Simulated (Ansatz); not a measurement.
Species: C5H11F3Si, SMILES `FC(F)(F)CCCC[SiH3]` (charge 0, multiplicity 1).

### Question
Give a relaxed geometry from B3LYP-D3(BJ)/def2-SVP (Ansatz, a first-principles code).

### Answer
This is not unique; one that fits is the end point of this relaxation, one of several conformers (outside a Z-matrix the atoms follow the SMILES, hydrogens last).
Z-matrix (Å, degrees):
```
C
H 1 1.1051
H 1 1.1051 2 105.70
C 1 1.5299 2 109.14 3 -117.26
H 4 1.1028 1 109.62 2 -64.30
H 4 1.1028 5 106.31 1 118.42
C 4 1.5278 5 109.16 6 117.62
H 7 1.1017 4 110.99 5 62.59
H 7 1.1017 8 107.12 4 -121.31
C 7 1.5101 8 107.01 9 -114.48
F 10 1.3449 7 111.41 8 57.28
F 10 1.3472 11 107.26 7 122.62
F 10 1.3472 11 107.26 12 114.75
C 1 1.5339 2 109.75 3 118.29
H 14 1.1048 1 110.01 2 -179.82
H 14 1.1048 15 105.75 1 118.76
Si 14 1.8924 15 108.08 16 115.55
H 17 1.4925 14 110.48 15 -57.01
H 17 1.4939 18 108.74 14 121.18
H 17 1.4939 18 108.74 19 117.65
```
